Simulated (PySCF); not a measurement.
F3HSSi, SMILES F[Si](F)(F)S. Atoms are numbered in the order given.

```xyz
6

F     -0.7432    -0.9505     1.2756
Si     0.0083    -0.3452     0.0000
F     -0.7432    -0.9505    -1.2756
F      1.5140    -0.8748     0.0000
S      0.0579     1.7485     0.0000
H     -1.2916     1.8399     0.0000
```
Charge 0, spin multiplicity 1.

Geometry optimised at PBE0-D3(BJ)/def2-SVP. One conformer was computed; it need not be the lowest.

Method: PBE0-D3(BJ)/def2-SVP (PySCF).

Frequencies are harmonic and unscaled.

Computed harmonic wavenumbers and intensities:
| mode | ν (cm⁻¹) | IR (km/mol) | moving atoms (share of kinetic energy) |
|---|---|---|---|
| 1 | 89 | 17.5 | H 75 %, F 23 % |
| 2 | 193 | 2.5 | F 70 %, S 20 % |
| 3 | 224 | 10.3 | F 54 %, S 22 %, H 20 % |
| 4 | 316 | 26.8 | F 77 %, Si 17 % |
| 5 | 321 | 20.3 | F 75 %, Si 22 % |
| 6 | 333 | 40.7 | F 58 %, S 35 % |
| 7 | 558 | 77.1 | Si 34 %, F 32 %, S 30 % |
| 8 | 746 | 7.3 | H 86 % |
| 9 | 872 | 226.8 | F 61 %, Si 36 % |
| 10 | 990 | 169.9 | F 51 %, Si 49 % |
| 11 | 1014 | 159.3 | Si 51 %, F 48 % |
| 12 | 2711 | 3.8 | H 97 % |
